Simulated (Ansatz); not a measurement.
Consider the redistribution: `N[SiH](O)[SiH2]F` + `B[SiH](B)F` → `B[SiH](N)[SiH2]F` + `B[SiH](O)F`.

Calculated with Ansatz (gas phase, PBE0-D4/def2-TZVP geometries, no zero-point term in ΔE). CCSD(T)/CBS adds triple-zeta CCSD(T) − MP2 to the extrapolated MP2 energy (def2 sets, frozen cores). Functionals use def2-TZVPP. B3LYP here is the variant with VWN-RPA as its local correlation; programs differ in this. Each species was taken in one conformer, which may not be the lowest.

Question: Is it downhill or uphill in electronic energy at CCSD(T)/CBS, and by how much? (Estimate.)

Answer: Ansatz gave: Nearly level: ΔE = -0.03 eV.

Question: What do these levels give: B3LYP-D4, ωB97X-V, HF/def2-TZVPP, HF/CBS(def2), MP2/CBS(def2), CCSD/CBS(def2)? (Estimate.)

Answer: The calculation gave: B3LYP-D4 -0.01, ωB97X-V -0.02, HF/def2-TZVPP -0.07, HF/CBS(def2) -0.07, MP2/CBS(def2) -0.04, CCSD/CBS(def2) -0.04 eV.

Largest T1 diagnostic among the species: 0.013.

From PBE to PBE0 (25 % exact exchange), in def2-TZVPP and without D4, ΔE moves by −0.03 eV.
